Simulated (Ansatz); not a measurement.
Isolated molecules relaxed with PBE0-D4/def2-TZVP in Ansatz; ΔE leaves out vibrations. CCSD(T)/CBS is the MP2 limit (def2-TZVPP, def2-QZVPP) plus CCSD(T) − MP2 in def2-TZVPP, frozen cores. This one scheme is used for every species. DFT in def2-TZVPP. B3LYP here is the variant with VWN-RPA as its local correlation; programs differ in this. HSE06 is defined as in plane-wave codes. Each species was taken in one conformer, which may not be the lowest.

`CC(C)[Si](F)(C(C)C)C(C)C` + HCl → `CC(C)[Si](Cl)(C(C)C)C(C)C` + H–F  (ligand exchange at the Si–F bond)

`CC(C)[Si](F)(C(C)C)C(C)C`:

Z-matrix (Å, degrees):
```
C
C 1 1.527
H 1 1.094 2 111.4
H 1 1.095 2 110.9 3 119.1
H 1 1.092 2 111.9 3 -120.6
Si 2 1.881 1 111.9 3 66.6
C 2 1.527 1 111.2 3 -60.8
H 2 1.099 1 107.6 3 -179.0
F 6 1.619 2 105.5 1 56.2
C 6 1.886 2 112.1 1 -60.0
C 6 1.882 2 111.6 1 171.5
H 7 1.094 2 112.5 1 -178.8
H 7 1.095 2 110.9 1 -58.4
H 7 1.094 2 111.3 1 60.4
C 10 1.528 6 113.1 2 145.6
C 10 1.529 6 112.4 2 -87.7
H 10 1.099 6 104.9 2 29.0
C 11 1.529 6 111.8 2 -172.6
C 11 1.528 6 111.4 2 -48.2
H 11 1.099 6 106.5 2 69.5
H 15 1.091 10 111.9 6 -54.3
H 15 1.095 10 110.6 6 -174.7
H 15 1.093 10 111.6 6 66.0
H 16 1.093 10 112.6 6 54.3
H 16 1.094 10 111.3 6 -66.3
H 16 1.095 10 110.7 6 174.6
H 18 1.095 11 110.7 6 178.6
H 18 1.092 11 112.3 6 -61.3
H 18 1.094 11 111.1 6 59.3
H 19 1.093 11 112.3 6 60.7
H 19 1.095 11 110.7 6 -179.1
H 19 1.094 11 111.2 6 -60.0
```

HCl:

```xyz
2

Cl   -0.395    0.447    0.229
H     0.395   -0.447   -0.229
```

`CC(C)[Si](Cl)(C(C)C)C(C)C`:

Z-matrix (Å, degrees):
```
C
C 1 1.526
H 1 1.095 2 110.3
H 1 1.091 2 111.9 3 -120.3
H 1 1.093 2 111.7 3 119.2
Si 2 1.891 1 114.9 3 177.1
C 2 1.530 1 110.8 3 -56.2
H 2 1.098 1 107.4 3 61.3
Cl 6 2.088 2 108.2 1 -33.4
C 6 1.887 2 112.1 1 -149.1
C 6 1.885 2 113.2 1 84.6
H 7 1.093 2 111.2 1 -60.9
H 7 1.093 2 112.9 1 178.3
H 7 1.095 2 110.5 1 58.0
C 10 1.528 6 112.8 2 -70.8
C 10 1.526 6 112.7 2 56.0
H 10 1.098 6 104.0 2 172.3
C 11 1.527 6 111.7 2 176.0
C 11 1.526 6 112.8 2 -58.6
H 11 1.099 6 105.0 2 58.9
H 15 1.094 10 111.3 6 68.2
H 15 1.095 10 110.6 6 -173.1
H 15 1.093 10 112.6 6 -52.8
H 16 1.095 10 110.7 6 174.0
H 16 1.094 10 111.4 6 -67.0
H 16 1.092 10 111.9 6 53.7
H 18 1.092 11 112.4 6 -58.7
H 18 1.094 11 111.0 6 61.9
H 18 1.095 11 110.6 6 -178.9
H 19 1.092 11 112.4 6 59.7
H 19 1.095 11 110.6 6 179.8
H 19 1.093 11 111.0 6 -60.9
```

H–F:

Z-matrix (Å, degrees):
```
F
H 1 0.920
```

| level | ΔE (kJ/mol) |
| --- | --- |
| B3LYP-D4 | 33.4 |
| HSE06 | 31.0 |
| MP2/CBS(def2) | 16.0 |
| CCSD/CBS(def2) | 31.9 |

Problem. What does CCSD(T)/CBS give? (An estimate is asked.)

Solution. Computed: +27.1 kJ/mol. The listed levels differ from it by 6.3, 3.9, -11.1, 4.8 kJ/mol.

Largest T1 diagnostic among the species: 0.010.

The D4 term adds −14.2 kJ/mol with B3LYP and −8.0 kJ/mol with PBE0; it sums over pairs of atoms, weighted by their polarisabilities, and B3LYP, whose exchange is more repulsive, gets the larger term. Leaving LDA and LC-ωPBE aside and taking each functional with its dispersion term where it has one, the values, not all of them listed here, spread over 21.3 kJ/mol, from revPBE-D4 to CAM-B3LYP-D4. LDA lies −6.3 kJ/mol from PBE without D4.
